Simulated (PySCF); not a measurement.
A TDDFT job was run through a driver script with this input:

```
{"job": {"kind": "uv", "xc": "CAM-B3LYP", "basis": "aug-cc-pVTZ", "ip": false, "dynamic": false}, "charge": 0, "multiplicity": 1}
F      1.889066     0.169852     0.027549
Ge     0.185799     0.389645    -0.263134
H     -0.529546    -0.036892     1.024065
H     -0.007923     1.878121    -0.574946
H     -0.166244    -0.509644    -1.453865
```

The program printed:

```
coarse grid: 20136 points
cycle   1  E = -2178.7695493220  dE = -6.880e-01  |g| = 7.593e-01  |ddm| = 4.084e+00
cycle   2  E = -2178.6840136867  dE =  8.554e-02  |g| = 1.116e+00  |ddm| = 1.820e+00
cycle   3  E = -2178.8510043652  dE = -1.670e-01  |g| = 1.025e-01  |ddm| = 1.051e+00
cycle   4  E = -2178.8521617450  dE = -1.157e-03  |g| = 2.138e-02  |ddm| = 1.416e-01
cycle   5  E = -2178.8522188870  dE = -5.714e-05  |g| = 1.892e-03  |ddm| = 3.621e-02
cycle   6  E = -2178.8522197296  dE = -8.426e-07  |g| = 3.104e-04  |ddm| = 5.257e-03
final grid: 40760 points
cycle   7  E = -2178.8521065509  dE = -7.393e-08  |g| = 2.664e-04  |ddm| = 1.661e-03
cycle   8  E = -2178.8521065471  dE =  3.761e-09  |g| = 3.253e-04  |ddm| = 5.964e-04
cycle   9  E = -2178.8521065609  dE = -1.375e-08  |g| = 3.448e-05  |ddm| = 3.312e-04
cycle  10  E = -2178.8521065611  dE = -1.805e-10  |g| = 1.001e-05  |ddm| = 3.793e-05
converged SCF energy = -2178.8521065611

Static polarisability (au): isotropic 32.317, principal 30.743 33.103 33.107

Singlet excitations
state   eV       nm        f      main configurations
  1   7.6957    161.1   0.00001   H->L 0.72, H->L+1 0.16, H->L+6 0.09
  2   7.6964    161.1   0.00001   H-1->L 0.72, H-1->L+1 0.16, H-1->L+6 0.09
  3   8.6042    144.1   0.14817   H->L+1 0.71, H->L 0.17
  4   8.6050    144.1   0.14821   H-1->L+1 0.71, H-1->L 0.17
  5   9.1966    134.8   0.00000   H->L+5 0.19, H-1->L+4 0.19, H->L+2 0.17
  6   9.6613    128.3   0.04198   H-2->L 0.19, H->L+3 0.13, H-1->L+2 0.13
  7   9.6616    128.3   0.04204   H-3->L 0.19, H->L+2 0.13, H-1->L+3 0.13
  8   9.7671    126.9   0.00030   H-1->L+2 0.22, H->L+3 0.21, H-1->L+5 0.17
  9   9.8801    125.5   0.00384   H->L+2 0.26, H-1->L+3 0.26, H->L+5 0.11
 10   9.8801    125.5   0.00388   H->L+3 0.28, H-1->L+2 0.24, H->L+4 0.12

Triplet excitations (Tamm-Dancoff, eV): 7.2590 7.2599 7.9069 7.9074
```

Level of theory: TDDFT CAM-B3LYP/aug-cc-pVTZ, vertical, gas phase, core orbitals frozen in the response (PySCF). Geometry: PBE0-D3(BJ)/def2-TZVP; no solvent, vibrations or thermal averaging. The CAM-B3LYP/aug-cc-pVTZ calculation is non-relativistic and has no spin–orbit coupling, an omission that weighs most on germanium.

What transition dipole goes with state 4?

|μ|² = 3f / (2ΔE) = 3 × 0.1482 / (2 × 0.3162) = 0.703 au, so |μ| = 2.13 D.

What is the polarisability anisotropy, √(½[(α1 − α2)² + (α2 − α3)² + (α3 − α1)²])?

2.36 au.

What is the total energy of state 2 at this geometry?

-2178.85211 + 0.28284 = -2178.56927 hartree.

Which orbital energies lie behind H and L?

HOMO -11.16 eV and LUMO 0.09 eV, a gap of 11.25 eV; state 1 differs from that by -3.56 eV.

How much of the mean polarisability do the listed states account for?

The sum over states Σ f/ΔE² (ΔE in hartree) gives 3.69 au, 11% of the total; the rest comes from higher roots of the same response equations.

Write the structure that the coordinates describe.

`[GeH3][F]` (monofluorogermane) (FGeH3), point group C3v.

The SCF starts on a coarse grid; the energy jumps when the final grid takes over, and dE counts afresh there. H and L stand for HOMO and LUMO.
